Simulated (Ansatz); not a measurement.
Input for Ansatz (a program for electronic structure): R-CCSD(T)/def2-TZVPPD on H2IIn (SMILES [InH2][I]), atoms moved off the minimum. Elements past Kr take the def2 small-core potentials; no spin–orbit coupling. Files ending in .json are basis or fitting sets from the Basis Set Exchange. The run froze 18 orbitals, filled d shells among them.

Ansatz 0.2 input:
```yaml
crystal:
  periodic: [false, false, false]
  atoms:
    - {symbol: In, position_ang: [-0.72225698, -1.09832860, 0.18521863]}
    - {symbol: H, position_ang: [-0.03834101, -2.24295157, 1.44154639]}
    - {symbol: H, position_ang: [-2.14237056, -1.21261429, -0.84853190]}
    - {symbol: I, position_ang: [0.74939675, 1.04964276, -0.13545040]}
basis:
  gaussian:
    orbitals: def2-TZVPPD.json
magnetization: {spin_polarized: false}
correlation: {method: ccsd_t, electrons: outside_noble_gas}
scf: {lower_state_search: off}
output: {forces: true}
```

**Question.** Predict the final total energy.

**Answer.** -487.3215 hartree (reference determinant -487.0717, T1 diagnostic 0.010).

**Question.** How many basis functions does it have, and what does it roughly cost on one machine?

**Answer.** 149 functions; very roughly 90 core-seconds.
